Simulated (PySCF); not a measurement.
A species of formula C8H18 has this rotational fingerprint, computed with PBE0-D3(BJ)/def2-SVP geometry optimisation, gas phase in PySCF 2.14.0:

```
Rotational constants : A = 10766, B = 491.0, C = 480.8 MHz
Dipole components    : |μa| = 0.00 D, |μb| = 0.00 D, |μc| = 0.00 D
Inertial defect      : -25.07 u·Å²
κ                    : -1.00
```

Question: Which candidate fits, each taken in the one conformer that was computed?
A. `[CH3:1][CH:2]([CH3:3])[CH2:4][CH2:5][CH:6]([CH3:7])[CH3:8]` with C1–C2–C4–C5 -62°, C2–C4–C5–C6 -171°, C4–C5–C6–C7 174°
B. tetramethylbutane (`CC(C)(C(C)(C)C)C`)
C. `[CH3:1][CH:2]([CH3:3])[CH2:4][C:5]([CH3:6])([CH3:7])[CH3:8]` with C1–C2–C4–C5 174° (2,2,4-trimethylpentane)
D. `[CH3:1][CH2:2][CH2:3][CH2:4][CH2:5][CH2:6][CH2:7][CH3:8]` with C1–C2–C3–C4 180°, C2–C3–C4–C5 180°, C3–C4–C5–C6 180°, C4–C5–C6–C7 180°, C5–C6–C7–C8 180° (octane)

Answer: D. It is CCCCCCCC, a near-prolate asymmetric top, point group C2h. The candidates at the same level (rigid rotor, commonest isotopes):

| SMILES | A (MHz) | B (MHz) | C (MHz) | μa (D) | μb (D) | μc (D) | Δ (u·Å²) | point group | rotor |
| --- | --- | --- | --- | --- | --- | --- | --- | --- | --- |
| CC(C)CC(C)(C)C | 2976 | 1224 | 1109 | 0.04 | 0.00 | 0.11 | -127.00 | C1 | asymmetric top |
| CCCCCCCC | 10766 | 491.0 | 480.8 | 0.00 | 0.00 | 0.00 | -25.07 | C2h | near-prolate asymmetric top |
| CC(C)CCC(C)C | 3889 | 829.8 | 783.3 | 0.00 | 0.00 | 0.11 | -93.73 | C2 | near-prolate asymmetric top |
| CC(C)(C)C(C)(C)C | 2326 | 1673 | 1672 | 0.00 | 0.00 | 0.00 | -217.17 | D3 | prolate symmetric top |

`CC(C)(C)C(C)(C)C` has C 248 % too high; `CC(C)CC(C)(C)C` has B 149 % too high; `CC(C)CCC(C)C` has B 69 % too high. No structure here is proved a minimum.
